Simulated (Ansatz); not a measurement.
Cartesian coordinates in Å:
```
C 0.2204 1.3200 -0.7695
C -0.2886 0.3362 0.2602
Al 0.7760 -1.2210 0.8096
S -1.2169 -1.0362 -0.6275
H 0.8797 0.8402 -1.4986
H 0.8114 2.0878 -0.2630
H -0.5842 1.8190 -1.3192
H -0.9932 0.7948 0.9523
H 0.3609 -1.9936 2.1323
H 2.0580 -1.5534 -0.0625
H -2.0234 -1.3938 0.3858
```

The species carries charge 0 and has multiplicity 1. The bonds changed during the relaxation, so this is another structure than the one it started from.

List the r2SCAN/def2-TZVPP orbital energies in eV (Ansatz 0.2.0). (Best estimate.)

The calculation gave: Occupied: -2410.03, -1516.31, -273.73, -273.20, -214.43, -158.51, -158.41, -158.31, -109.85, -70.18, -69.98, -69.96, -21.15, -18.78, -15.27, -12.40, -11.20, -10.37, -9.98, -9.33, -8.77, -7.61, -7.18, -6.03. Lowest empty: -0.88, -0.63, 0.10, 1.25, 1.38, 1.58, 2.34, 2.63.
